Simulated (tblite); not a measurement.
Compound: C₇H₇BrO₂.
SMILES with atom numbers: `[O:1]=[C:2]1[O:3][CH2:4][CH:5]=[C:6]1[CH2:7]/[CH:8]=[CH:9]\[Br:10]` (hydrogens: H11, H12 on C4; H13 on C5; H14, H15 on C7; H16 on C8; H17 on C9)

Computed with GFN2-xTB (tblite), gas phase: L-BFGS steps from a force-field or distance-geometry start until the largest atomic force falls under 0.01 eV/Å.

Step 14: E = -836.5373 eV
```
atom  x, y, z in Å  |  force x, y, z in eV/Å
O1     -0.8156   -2.4960    0.5071    0.061  -0.022   0.011
C2     -1.1914   -1.3710    0.3371    0.013  -0.001  -0.029
O3     -2.4482   -0.9561    0.6170    0.036   0.043  -0.004
C4     -2.5896    0.4146    0.3052    0.033   0.031  -0.011
C5     -1.2548    0.8374   -0.2137    0.027  -0.021  -0.014
C6     -0.4308   -0.2098   -0.2040   -0.006   0.000  -0.007
C7      0.9967   -0.3214   -0.6311    0.018  -0.016   0.001
C8      1.8984   -0.4072    0.5623    0.019   0.004   0.006
C9      2.7012    0.5467    0.9984   -0.042  -0.007  -0.005
Br10    2.8424    2.2580    0.1867   -0.001  -0.053   0.027
H11    -2.8789    0.9597    1.2109   -0.033   0.003  -0.020
H12    -3.3792    0.5315   -0.4467   -0.018   0.009   0.046
H13    -1.0569    1.8413   -0.5402   -0.002  -0.009   0.011
H14     1.2680    0.5326   -1.2538   -0.041   0.017   0.011
H15     1.1127   -1.2439   -1.2052   -0.031  -0.018  -0.030
H16     1.8703   -1.3458    1.0991   -0.006   0.019   0.023
H17     3.3485    0.4413    1.8542   -0.026   0.021  -0.015
```

Step 15: E = -836.5380 eV
```
atom  x, y, z in Å  |  force x, y, z in eV/Å
O1     -0.8119   -2.4957    0.5072    0.045   0.004   0.010
C2     -1.1893   -1.3710    0.3372    0.003   0.003  -0.033
O3     -2.4464   -0.9560    0.6173    0.027   0.027   0.007
C4     -2.5888    0.4146    0.3057    0.029   0.030  -0.015
C5     -1.2550    0.8379   -0.2140    0.025   0.004  -0.012
C6     -0.4313   -0.2087   -0.2047    0.058  -0.050  -0.017
C7      0.9966   -0.3219   -0.6322    0.027  -0.013   0.017
C8      1.8977   -0.4088    0.5633   -0.015  -0.025  -0.024
C9      2.6994    0.5460    0.9988   -0.027  -0.012   0.011
Br10    2.8400    2.2546    0.1849    0.003  -0.026   0.017
H11    -2.8797    0.9607    1.2098   -0.026   0.002   0.003
H12    -3.3787    0.5325   -0.4448   -0.029  -0.001   0.026
H13    -1.0564    1.8418   -0.5397   -0.006  -0.006   0.008
H14     1.2682    0.5344   -1.2527   -0.040  -0.008   0.017
H15     1.1128   -1.2443   -1.2085   -0.036   0.015  -0.007
H16     1.8688   -1.3476    1.1012   -0.006   0.041   0.007
H17     3.3471    0.4434    1.8548   -0.032   0.014  -0.015
```

Task: Estimate the geometry and energy of step 16. (The exact step hangs on the optimiser's Hessian estimate; all steps are aligned on step 15, rigid shifts and turns removed.)

Result: E = -836.5385 eV, largest force 0.093 eV/Å
```
atom  x, y, z in Å  |  force x, y, z in eV/Å
O1     -0.8077   -2.4953    0.5075    0.019   0.033   0.006
C2     -1.1873   -1.3710    0.3367    0.009  -0.002  -0.025
O3     -2.4442   -0.9553    0.6176    0.018   0.006   0.015
C4     -2.5874    0.4152    0.3060    0.018   0.021  -0.014
C5     -1.2548    0.8388   -0.2146    0.065  -0.066   0.001
C6     -0.4305   -0.2088   -0.2057    0.024  -0.006  -0.019
C7      0.9970   -0.3226   -0.6331    0.033  -0.014   0.011
C8      1.8969   -0.4108    0.5639   -0.016  -0.016  -0.032
C9      2.6972    0.5454    0.9994   -0.033  -0.033   0.005
Br10    2.8376    2.2508    0.1834    0.006   0.009   0.003
H11    -2.8810    0.9615    1.2087   -0.011   0.002   0.021
H12    -3.3787    0.5334   -0.4425   -0.031  -0.009   0.004
H13    -1.0562    1.8421   -0.5390    0.002   0.023  -0.004
H14     1.2677    0.5361   -1.2512   -0.033  -0.025   0.018
H15     1.1121   -1.2445   -1.2119   -0.032   0.037   0.009
H16     1.8671   -1.3487    1.1032   -0.009   0.039   0.000
H17     3.3451    0.4457    1.8551   -0.028   0.002   0.000
```

The energy changes by -0.0006 eV. The first-order estimate −F·Δx gives -0.0009 eV and the mean of the old and new forces, exact on a quadratic surface, -0.0006 eV. The step makes an angle of 60° with the force vector and moves no atom by more than 0.005 Å.

What follows is the cost of the whole relaxation. Hardware: Arm Neoverse V1, one thread, on a shared host. Cost: 1.1 s wall.
